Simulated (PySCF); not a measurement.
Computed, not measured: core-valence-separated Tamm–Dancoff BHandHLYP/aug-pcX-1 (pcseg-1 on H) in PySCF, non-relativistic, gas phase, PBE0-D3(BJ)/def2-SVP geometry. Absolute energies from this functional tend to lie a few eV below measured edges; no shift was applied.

Main lines of an unknown, eV (oscillator strength): C K: 283.1 (0.065), 283.2 (0.056), 283.2 (0.062), 283.3 (0.059), 285.3 (0.007); F K: 684.9 (0.030), 686.9 (0.005). Listed: the first five lines at most of each edge with a tenth or more of its strongest line's intensity; roots within 0.03 eV on the same or equivalent atoms are summed. Only the lowest roots were sought, and the top ones are left out.

**Question.** Which candidate gives them?
A. `C=C=CC[C@H](C)F`
B. `FC[C@H]1CCC1=C`
C. `F[C@H]1CC12CCC2`
D. `C=C=CC(C)(C)F`

**Answer.** D. 

- `C=C=CC(C)(C)F`: C K: 283.1 (0.065), 283.2 (0.056), 283.2 (0.062), 283.3 (0.059), 285.3 (0.007); F K: 684.9 (0.030), 686.9 (0.005). First C line listed at 283.1 eV, hole on the central carbon of cumulated double bonds; first F line listed at 684.9 eV, hole on the alkyl fluorine.
- `C=C=CC[C@H](C)F`: C K: 283.1 (0.065), 283.2 (0.056), 283.2 (0.064), 283.4 (0.058), 285.4 (0.008); F K: 685.5 (0.031), 686.3 (0.005). First C line listed at 283.1 eV, hole on the central carbon of cumulated double bonds; first F line listed at 685.5 eV, hole on the alkyl fluorine.
- `F[C@H]1CC12CCC2`: C K: 285.6 (0.010), 285.6 (0.014), 285.7 (0.012), 285.8 (0.014), 285.9 (0.018); F K: 685.6 (0.026), 686.7 (0.010), 687.2 (0.003), 687.3 (0.003), 687.8 (0.004). First C line listed at 285.6 eV, hole on the four-membered-ring carbon; first F line listed at 685.6 eV, hole on the alkyl fluorine.
- `C=C1CC[C@@H]1CF`: C K: 282.6 (0.054), 282.7 (0.062), 285.2 (0.007), 285.4 (0.007), 285.5 (0.008); F K: 685.4 (0.025), 686.4 (0.007), 687.6 (0.006). First C line listed at 282.6 eV, hole on the terminal =CH2 carbon (1s→π*); first F line listed at 685.4 eV, hole on the alkyl fluorine.

One conformer each; other structures than these candidates weren't tested.

Conformer computed: `[CH2:1]=[C:2]=[CH:3][C:4]([CH3:5])([CH3:6])[F:7]`: C2–C3–C4–C5 13°.
